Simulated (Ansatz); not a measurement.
Reaction (redistribution): `[CH3][Al]([CH3])[TeH]` + `C[O][InH][Cl]` → `[CH3][AlH][TeH]` + `CC[O][InH][Cl]`

Computed with Ansatz on PBE0-D4/def2-TZVP structures; ΔE is electronic, products minus reactants. CBS: MP2 limit from def2 TZ/QZ plus the TZ coupled-cluster correction, frozen cores. DFT in def2-TZVPP. def2 core potentials past Kr. For In, Te outer-core shells are correlated without core-valence functions, which leaves a few kJ/mol of doubt a bond. One conformer a species, not always the lowest.

`[CH3][Al]([CH3])[TeH]`:

Z-matrix (Å, degrees):
```
C
Al 1 1.950
H 1 1.095 2 110.7
H 1 1.095 2 110.3 3 -117.9
H 1 1.092 2 113.0 3 121.4
C 2 1.951 1 123.5 3 52.8
Te 2 2.542 1 119.9 3 -127.4
H 6 1.092 2 113.1 1 177.7
H 6 1.095 2 110.6 1 56.5
H 6 1.095 2 110.5 1 -61.4
H 7 1.657 2 91.7 1 0.5
```

`C[O][InH][Cl]`:

Z-matrix (Å, degrees):
```
C
O 1 1.406
H 1 1.097 2 113.5
H 1 1.096 2 109.7 3 120.8
H 1 1.096 2 109.7 3 -120.8
In 2 1.962 1 124.2 3 -0.0
Cl 6 2.332 2 110.2 1 0.0
H 6 1.688 2 125.6 1 -180.0
```

`[CH3][AlH][TeH]`:

Cartesian coordinates in Å:
```
C 0.016 0.470 1.371
Al -0.389 -0.083 -0.451
Te 1.505 -0.932 -1.903
H -0.259 1.519 1.523
H 1.071 0.357 1.628
H -0.570 -0.116 2.088
H -1.840 -0.034 -1.085
H 0.467 -1.180 -3.171
```

`CC[O][InH][Cl]`:

```xyz
11

C     1.230   -0.829    0.092
C    -0.064   -0.729   -0.687
O    -0.386    0.605   -1.012
In   -1.234    1.834    0.265
Cl   -1.836    0.697    2.212
H     2.043   -0.347   -0.455
H     1.500   -1.874    0.265
H     1.131   -0.346    1.069
H     0.032   -1.271   -1.636
H    -0.871   -1.213   -0.121
H    -1.544    3.475    0.009
```

| level | ΔE (kJ/mol) |
| --- | --- |
| revPBE | 34.8 |
| HF/def2-TZVPP | 24.6 |

(1) What does CCSD(T)/CBS give? (Estimate.)

Largest T1 diagnostic among the species: 0.016.

## Answers

(1) The calculation gave: +30.4 kJ/mol. The listed levels differ from it by 4.4, -5.8 kJ/mol.

Leaving LDA and LC-ωPBE aside and taking each functional with its dispersion term where it has one, the values, not all of them listed here, spread over 10.8 kJ/mol, from B97M-V to r2SCAN-D4. LDA lies −6.9 kJ/mol from PBE without D4. At CCSD(T), def2-SVP lies −16.0 kJ/mol from the extrapolated value and def2-TZVPP −2.3 kJ/mol.
